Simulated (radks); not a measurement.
The numbers below are computed, except where a source is named.
Species: Cs2+. Configuration: [Kr] 4d10 5s2 5p4 6f1 (not the ground configuration). Code: a radial shooting solver on a logarithmic mesh with Libxc functionals. Model: Dirac Kohn-Sham, BLYP, spin-unpolarised, spherical densities, point nucleus; open shells are shared between the two j in proportion to 2j + 1.

Spin-orbit splittings of the eigenvalues, e(l+1/2) - e(l-1/2), with zeta = 2 splitting/(2l+1) and mean radii in bohr:

shell,occ.,splitting (eV),zeta (eV),<r> j=l-1/2,<r> j=l+1/2
2p,6,352.4,235.0,0.09402,0.09991
3p,6,67.53,45.02,0.2887,0.3005
3d,10,14.34,5.736,0.2714,0.2751
4p,6,13.82,9.215,0.7202,0.7477
4d,10,2.299,0.9197,0.8285,0.8388
5p,4,1.985,1.323,1.877,1.949
6f,1,0.008318,0.002376,10.30,10.30
